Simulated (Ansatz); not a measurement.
Program: Ansatz. Geometries: PBE0-D4/def2-TZVP. ΔE: electronic, gas phase. CCSD(T)/CBS adds triple-zeta CCSD(T) − MP2 to the extrapolated MP2 energy (def2 sets, frozen cores). This one scheme is used for every species. Functionals use def2-TZVPP. One conformer a species, not always the lowest.

Reaction (hydrogenolysis of a B–N bond): `NB[SiH2]O` + H₂ → `B[SiH2]O` + NH₃

Problem. Is it downhill or uphill in electronic energy at CCSD(T)/CBS, and by how much? (Estimate.)

Solution. Ansatz gave: Uphill: ΔE = +127.4 kJ/mol.

Problem. What do these levels give: PBE-D4, ωB97M-V, PBE-QIDH, r2SCAN, r2SCAN0, BHLYP, HF/def2-SVP, MP2/def2-TZVPP, SCS-MP2/def2-TZVPP, CCSD/def2-TZVPP, HF/def2-QZVPP, HF/CBS(def2)? (Estimate.)

Solution. Computed: PBE-D4 138.6, ωB97M-V 131.3, PBE-QIDH 128.9, r2SCAN 134.0, r2SCAN0 129.8, BHLYP 120.5, HF/def2-SVP 112.7, MP2/def2-TZVPP 133.8, SCS-MP2/def2-TZVPP 127.1, CCSD/def2-TZVPP 121.7, HF/def2-QZVPP 101.3, HF/CBS(def2) 101.2 kJ/mol.

Largest T1 diagnostic among the species: 0.013.

From r2SCAN to r2SCAN0 (25 % exact exchange), in def2-TZVPP and without D4, ΔE moves by −4.2 kJ/mol. The D4 term adds +6.0 kJ/mol with B3LYP and +3.3 kJ/mol with PBE0; it sums over pairs of atoms, weighted by their polarisabilities, and B3LYP, whose exchange is more repulsive, gets the larger term.

B3LYP here is the variant with VWN-RPA as its local correlation; programs differ in this.
